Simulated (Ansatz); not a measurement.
`NBO[SiH3]` + `OCB(F)[SiH2]Cl` → `NB[SiH2]Cl` + `OCB(F)O[SiH3]`  (redistribution)

Isolated molecules relaxed with PBE0-D4/def2-TZVP in Ansatz; ΔE leaves out vibrations. CBS: MP2 limit from def2 TZ/QZ plus the TZ coupled-cluster correction, frozen cores. DFT in def2-TZVPP. B3LYP here is the variant with VWN-RPA as its local correlation; programs differ in this. One conformer a species, not always the lowest.

| level | ΔE (kJ/mol) | difference from CCSD(T)/CBS |
| --- | --- | --- |
| PBE-D4 | -39.9 | 6.1 |
| PBE0-D4 | -43.3 | 2.7 |
| B3LYP-D4 | -42.8 | 3.2 |
| B2PLYP | -44.2 | 1.8 |
| PBE | -39.6 | 6.4 |
| r2SCAN | -43.3 | 2.7 |
| PBE0 | -43.2 | 2.8 |
| B3LYP | -42.3 | 3.7 |
| HF/def2-TZVPP | -46.5 | -0.5 |
| MP2/def2-TZVPP | -46.6 | -0.6 |
| CCSD/def2-TZVPP | -47.3 | -1.3 |
| CCSD(T)/def2-TZVPP | -46.8 | -0.8 |
| HF/def2-QZVPP | -46.4 | -0.4 |
| SCS-MP2/def2-QZVPP | -45.9 | 0.1 |
| HF/CBS(def2) | -46.4 | -0.4 |
| CCSD/CBS(def2) | -46.5 | -0.5 |
| CCSD(T)/CBS | -46.0 | 0 |

Largest T1 diagnostic among the species: 0.012.

From PBE to PBE0 (25 % exact exchange), in def2-TZVPP and without D4, ΔE moves by −3.6 kJ/mol.
